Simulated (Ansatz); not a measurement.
These are frozen-core CCSD(T)/cc-pVTZ // r2SCAN-D4/def2-TZVP run with Ansatz (a first-principles code) values and carry that method's errors. The geometry is that of the parent before the electron was removed.

Ansatz 0.2 input:
```yaml
crystal:
  periodic: [false, false, false]
  atoms:
    - { symbol: B, position_ang: [0.000002, 0.000004, 0.000084] }
    - { symbol: H, position_ang: [-0.689266, -0.972722, 0.001573] }
    - { symbol: H, position_ang: [-0.497774, 1.083287, 0.000745] }
    - { symbol: H, position_ang: [1.187038, -0.110569, -0.002402] }
basis:
  gaussian: { orbitals: cc-pVTZ }
correlation:
  method: ccsd_t
total_charge: 1
magnetization:
  spin_polarized: true
  initial_magnetization: 1
```

Output:

```
Functional definition: HF
397 factors; integrals over basis functions are off by at most 1.3e-3 eV
mean field evaluation 1: about -705.2616 eV, gradient 8.8e0 eV
mean field evaluation 2: about -705.2606 eV, gradient 8.8e0 eV
mean field evaluation 4: about -705.9596 eV, gradient 8.8e-1 eV
mean field evaluation 8: about -705.9779 eV, gradient 2.9e-3 eV
mean field evaluation 16: about -705.9782 eV, gradient 1.6e-1 eV
mean field evaluation 32: about -705.9686 eV, gradient 4.4e-6 eV
mean field evaluation 64: about -705.9686 eV, gradient 4.4e-6 eV
mean field evaluation 96: about -705.9082 eV, gradient 1.6e0 eV
mean field -705.97792239 eV, -25.9442101188 hartree, gradient 6.3e-6 eV, S^2 0.765748; 8 other end points of the search recorded, 0 dependent functions left out
determinant -705.97792239 eV, -25.9442101188 hartree, with singles and doubles -708.88481642 eV, -26.0510365039 hartree
determinant -705.97786855 eV, -25.9442081404 hartree, with singles and doubles -708.88395120 eV, -26.0510047077 hartree
determinant -705.96863044 eV, -25.9438686460 hartree, with singles and doubles -708.89546070 eV, -26.0514276739 hartree
determinant -705.96857752 eV, -25.9438667012 hartree, with singles and doubles -708.89594135 eV, -26.0514453378 hartree
determinant -705.97792239 eV, -25.9442101188 hartree, with singles and doubles -708.80288283 eV, -26.0480255000 hartree
determinant -705.97786855 eV, -25.9442081404 hartree, with singles and doubles -708.80283245 eV, -26.0480236487 hartree
determinant -705.96863044 eV, -25.9438686460 hartree, with singles and doubles -708.80785826 eV, -26.0482083438 hartree
determinant -705.96857752 eV, -25.9438667012 hartree, with singles and doubles -708.80780776 eV, -26.0482064880 hartree
mean field evaluation 128: about -705.9686 eV, gradient 1.5e-5 eV
1 core orbitals not correlated
reference -705.96863041 eV, -25.9438686449 hartree; 3, 2 occupied and 68, 69 virtual orbitals, 397 factors
second order -2.25232147 eV of doubles, -0.00000000 eV of singles
cycle   1  -2.83922683 eV  change    9.9e-7 eV  update   1.5e-4
cycle   2  -2.83922702 eV  change   -1.9e-7 eV  update   3.1e-5
cycle   3  -2.83922718 eV  change   -1.7e-7 eV  update   1.9e-5
cycle   4  -2.83922725 eV  change   -7.0e-8 eV  update   9.4e-6
cycle   5  -2.83922721 eV  change    4.5e-8 eV  update   5.5e-6
perturbative correction -0.05304462 eV, -0.0019493539 hartree
Total energy: -708.86090224 eV, -26.0501576742 hartree
```

Cost: very roughly 15 core-seconds.
